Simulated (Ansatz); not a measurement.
Born–Oppenheimer molecular dynamics of CH7AlClN (11 atoms, charge 0, multiplicity 1). It starts at the highest image of a converged band, a first-order saddle point between two minima.

Computed with RKS PBE0-D4/def2-SVP (Ansatz).

```yaml
ensemble: NVE (velocity Verlet)
time_step: 0.5 fs
steps_asked: 200
starting_velocities_drawn_for: 100 K
seed: 7764
```

First frame:

```xyz
11
Properties=species:S:1:pos:R:3
Al 0.250 -0.138 0.179
Cl -1.743 -1.605 1.030
C -0.298 0.316 -1.630
N 0.781 1.016 1.416
H -0.385 -1.931 0.828
H 0.831 -1.664 0.478
H -0.906 1.235 -1.649
H 0.580 0.489 -2.274
H -0.895 -0.489 -2.086
H 1.218 0.764 2.295
H 0.566 2.006 1.411
```

**Question.** How far do the bonds stretch over the last three quarters of this one trajectory? (Pairs bonded in most of those frames.)

**Answer.** 
| bond | mean (Å) | spread (Å) | shortest | longest |
| --- | --- | --- | --- | --- |
| Al1–C3 | 1.950 | 0.006 | 1.94 | 1.96 |
| Al1–N4 | 1.775 | 0.006 | 1.77 | 1.79 |
| Al1–H6 | 1.627 | 0.016 | 1.60 | 1.66 |
| Cl2–H5 | 1.334 | 0.031 | 1.29 | 1.38 |
| C3–H7 | 1.102 | 0.011 | 1.08 | 1.12 |
| C3–H8 | 1.105 | 0.008 | 1.09 | 1.12 |
| C3–H9 | 1.102 | 0.007 | 1.09 | 1.11 |
| N4–H10 | 1.014 | 0.015 | 0.99 | 1.04 |
| N4–H11 | 1.015 | 0.022 | 0.98 | 1.05 |

Mean temperature of the second half: 70 K. The conserved energy stayed within 0.12 meV per atom of its start (net change 0.065 meV per atom), so the integration is sound. A run of 0.1 ps of so small a system gives no equilibrium averages. The orbitals stay closed-shell, which can raise the energy where a bond breaks towards radicals; this wasn't checked here.

Run time: 4.6 min on 2 threads of INTEL(R) XEON(R) PLATINUM 8581C CPU @ 2.10GHz (Emerald Rapids), with other jobs on the host, peak memory 0.23 GiB.
